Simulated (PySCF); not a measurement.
C3H6BNO, SMILES CB(OC#N)C. Atoms are numbered in the order given.

```xyz
12

C      0.7009    -2.1954     0.0000
B     -0.0379    -0.8217     0.0000
C     -1.5862    -0.6015     0.0000
O      0.8044     0.3128     0.0000
C      0.3733     1.5276     0.0000
N      0.0283     2.6371     0.0000
H      0.3850    -2.7868     0.8783
H      1.7972    -2.1145     0.0000
H      0.3850    -2.7868    -0.8783
H     -1.8908    -0.0045    -0.8787
H     -2.1580    -1.5400     0.0000
H     -1.8908    -0.0045     0.8787
```

Geometry: B3LYP-D3(BJ)/def2-SVP. This is a generated structure with no PubChem entry under its InChIKey; it may be hypothetical. The values are those of a single conformer.

Computed with M06-2X/def2-TZVP (PySCF).

Atomic charges (e):

| atom | Mulliken | Löwdin |
|---|---|---|
| C1 | -0.47 | -0.25 |
| B2 | 0.23 | -0.60 |
| C3 | -0.50 | -0.25 |
| O4 | -0.23 | 0.45 |
| C5 | 0.04 | -0.32 |
| N6 | -0.06 | 0.02 |
| H7 | 0.16 | 0.16 |
| H8 | 0.15 | 0.15 |
| H9 | 0.16 | 0.16 |
| H10 | 0.18 | 0.17 |
| H11 | 0.15 | 0.15 |
| H12 | 0.18 | 0.17 |

Computed Mayer and Wiberg (Löwdin basis) orders of the bonds:
```tsv
bond	Mayer	Wiberg
C1–B2	1.06	1.34
B2–C3	1.07	1.33
B2–O4	1.07	1.55
O4–C5	1.19	1.72
C5–N6	2.96	3.33
C1–H7	0.94	0.84
C1–H8	0.96	0.86
C1–H9	0.94	0.84
C3–H10	0.93	0.84
C3–H11	0.96	0.86
C3–H12	0.93	0.84
```
